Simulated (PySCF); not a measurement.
# Working out the excitation energy of B

B [He] 2s2 2p1 (2P) → B [He] 2s1 2p1 3s1 (4P). Computed with PySCF 2.14 in aug-cc-pCVTZ-DK (7s6p4d2f, 59 functions), with scalar relativity by spin-free X2C-1e. Frozen: 1s2. Energies in hartree (1 hartree = 27.21139 eV):

```json
{"part": "UHF", "B (lower)": "-24.538927", "B (upper)": "-24.242070"}
{"part": "CCSD correlation", "B (lower)": "-0.065422", "B (upper)": "-0.010321"}
{"part": "(T)", "B (lower)": "-0.001376", "B (upper)": "-0.000094"}
```

**Question.** What does Hartree-Fock give?

**Answer.** (-24.242070) − (-24.538927) = 0.296857 hartree = 8.078 eV.

**Question.** What do CCSD and CCSD(T) give?

**Answer.** The CCSD correlation energies differ by 0.055101 hartree = 1.499 eV and the triples by 0.001282 hartree = 0.035 eV, so CCSD gives 9.577 eV and CCSD(T) 9.612 eV.

The upper state lies above the first ionisation limit, but in LS coupling its spin forbids autoionisation to the ground ion. A Rydberg-like electron needs more diffuse functions than a valence basis has.
